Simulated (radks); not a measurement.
Results of a calculation; reference values are marked as such.
The barium ion Ba10+, 46 electrons, occupied as [Ar] 3d10 4s2 4p(1/2: 2, 3/2: 3) 4d10 5s1 (not the ground configuration). Code: a radial shooting solver on a logarithmic mesh with Libxc functionals. Model: Dirac Kohn-Sham, relativistic LDA (MacDonald-Vosko exchange, VWN5 correlation), spin-unpolarised, spherical densities, finite nucleus; Fermi nuclear charge, rms radius 4.8378 fm.

Spin-orbit splittings of the eigenvalues, e(l+1/2) - e(l-1/2), with zeta = 2 splitting/(2l+1) and mean radii in bohr:

| shell | occ. | splitting (eV) | zeta (eV) | <r> j=l-1/2 | <r> j=l+1/2 |
|---|---|---|---|---|---|
| 2p | 6 | 378.1 | 252.1 | 0.09213 | 0.09810 |
| 3p | 6 | 73.25 | 48.84 | 0.2819 | 0.2938 |
| 3d | 10 | ? | ? | 0.2643 | 0.2680 |
| 4p | 5 | 16.00 | 10.66 | 0.6860 | 0.7114 |
| 4d | 10 | 2.859 | 1.144 | 0.7622 | 0.7706 |

Estimate the 3d splitting.

Answer. 15.71 eV (zeta = 6.285 eV).
